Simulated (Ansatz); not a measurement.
`B/C(N)=[CH]/[SnH3]`, relaxed with RKS PBE-D4/def2-SVP in the Gaussian-basis code of Ansatz from a rough embedded geometry. The force threshold is 0.03 eV/Å; the program also tests the step.

Total charge 0; spin multiplicity 1. Sn: def2 effective core potential.

Start:

```xyz
13

B     0.132    1.992    1.189
C    -0.022    0.805    0.264
N    -0.625    1.020   -1.001
C     0.338   -0.436    0.686
Sn    0.221   -2.192   -0.501
H     0.687    1.919    2.287
H    -0.224    3.100    0.893
H    -1.013    1.951   -1.258
H    -0.848    0.268   -1.694
H     0.861   -0.516    1.611
H     0.891   -3.509    0.358
H     1.040   -1.959   -2.020
H    -1.438   -2.444   -0.813
```

```
step  energy (eV)  largest force (eV/Å)  largest move (Å)
   1  -10190.6846                 2.208             0.000
   2  -10190.8190                 1.113             0.186
   3  -10190.8706                 0.393             0.054
   4  -10190.8752                 0.315             0.099
   5  -10190.8830                 0.076             0.092
   6  -10190.8854                 0.034             0.056
   7  -10190.8868                 0.223             0.196
   8  -10190.8895                 0.091             0.026
   9  -10190.8942                 0.025             0.087
  10  -10190.8960                 0.195             0.199
  11  -10190.8990                 0.112             0.034
  12  -10190.9014                 0.067             0.057
  13  -10190.9024                 0.024             0.052
  14  -10190.9031                 0.071             0.077
  15  -10190.9034                 0.048             0.035
  16  -10190.9039                 0.025             0.022
```

End:

```xyz
13

B     0.177    2.023    1.185
C    -0.015    0.859    0.176
N    -0.767    1.074   -0.962
C     0.553   -0.354    0.518
Sn    0.283   -2.207   -0.532
H     0.971    1.907    2.098
H    -0.486    3.045    1.085
H    -1.361    1.902   -0.983
H    -1.128    0.271   -1.485
H     1.194   -0.368    1.412
H     0.227   -3.526    0.580
H     1.559   -2.489   -1.667
H    -1.206   -2.138   -1.425
```

Hardware: 2 threads of an AMD EPYC 7R13 on a shared host. Wall time 36 s, peak host memory 0.18 GiB.
